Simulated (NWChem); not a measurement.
System: SiBrClF2; SMILES F[Si](F)(Cl)Br

Results from NWChem. Geometry: optimised at PBE0/def2-SVP. Level: M05-2X/def2-SVP with SMD (1 M gas to 1 M solution), gas-phase geometry. Reactions with the solvent are ignored.

Q: Estimate the computed values for solvent 1-octanol. Quantities: solvation free energy (kcal/mol); cavity-dispersion-structure term (kcal/mol); dipole in solution (D).

A: 
```json
{
 "solvation free energy (kcal/mol)": "-2.9",
 "cavity-dispersion-structure term (kcal/mol)": "-2.0",
 "dipole in solution (D)": "0.88"
}
```
